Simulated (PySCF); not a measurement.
# Electronic structure of I²⁺ (iodine, charge +2) at the B3LYP level

Configuration: [Kr] 4d10 5s2 5p3, high-spin 4S determinant. All numbers are calculated (PySCF 2.14, scalar relativity through the core potential, in aug-cc-pVQZ-PP with ECP28MDF (7s7p5d3f2g, 92 functions)).

```json
{
  "Total energy": "-294.6977 hartree",
  "One-electron energy": "-495.9344 hartree",
  "Hartree (Coulomb) energy": "222.7973 hartree",
  "Exchange-correlation energy": "-21.5606 hartree",
  "⟨S²⟩": "3.7505",
  "⟨L²⟩": "0.000",
  "Sum of ⟨r⟩": "26.11 bohr",
  "Sum of ⟨r²⟩": "39.89 bohr²"
}
```

```
shell  electrons  mean orbital energy (hartree)  rms radius, mean of both spins (bohr)
 4s α          1                       -7.61072                                  0.795
 4s β          1                       -7.59584                                  0.795
 4p α          3                       -5.60283                                  0.854
 4p β          3                       -5.58802                                  0.854
 4d α          5                       -2.68370                                  1.000
 4d β          5                       -2.66681                                  1.000
 5s α          1                       -1.42473                                   1.99
 5s β          1                       -1.31225                                   1.99
 5p α          3                       -0.97180                                   2.33
```

Energies and moments cover only the electrons outside the core potential.
